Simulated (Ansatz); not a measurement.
One change: `[NH]=[Mo](=[NH])([NH2])[OH]` becomes `[NH]=[Mo](=[NH])([NH2])[NH2]`.

Ansatz, PBE0-D4/def2-TZVP geometries, multiplicity 1. Each molecule was computed in one conformer, which needn't be the lowest.

Elements past krypton have def2 core potentials.

| property | `[NH]=[Mo](=[NH])([NH2])[OH]` |
| --- | --- |
| LUMO energy (PBE0/def2-TZVPP) / eV | -0.97 |
| HOMO energy (B3LYP/def2-TZVPP) / eV | -7.05 |
| ideal-gas entropy at 298 K and 1 bar (rigid rotor, harmonic PBE0-D4/def2-TZVP) / J/(mol·K) | 353 |
| size of the dipole moment (B3LYP/def2-TZVPP) / D | 2.01 |
| HOMO–LUMO gap (PBE0/def2-TZVPP) / eV | 6.31 |
| HOMO–LUMO gap (B3LYP/def2-TZVPP) / eV | 5.85 |

(1) What does the change do to each property? (Best estimate.)

Results:

(1) Computed: 
```
                                                                                  property  `[NH]=[Mo](=[NH])([NH2])[NH2]`  shift
                                                        LUMO energy (PBE0/def2-TZVPP) / eV                           -0.78   0.19
                                                       HOMO energy (B3LYP/def2-TZVPP) / eV                           -6.41   0.64
ideal-gas entropy at 298 K and 1 bar (rigid rotor, harmonic PBE0-D4/def2-TZVP) / J/(mol·K)                             355      2
                                          size of the dipole moment (B3LYP/def2-TZVPP) / D                            0.15  -1.86
                                                      HOMO–LUMO gap (PBE0/def2-TZVPP) / eV                            5.84  -0.47
                                                     HOMO–LUMO gap (B3LYP/def2-TZVPP) / eV                            5.39  -0.46
```

With PBE0 the HOMO rises by 0.65 eV and the LUMO rises by 0.19 eV, so the gap narrows by about 0.46 eV. PBE moves the HOMO by 0.61 eV and ωB97M-V by 0.69 eV. The zero-point energy changes by 30.6 kJ/mol with +3 modes. Dipoles are sizes alone; their direction can turn.

B3LYP here is the variant with VWN-RPA as its local correlation; programs differ in this.
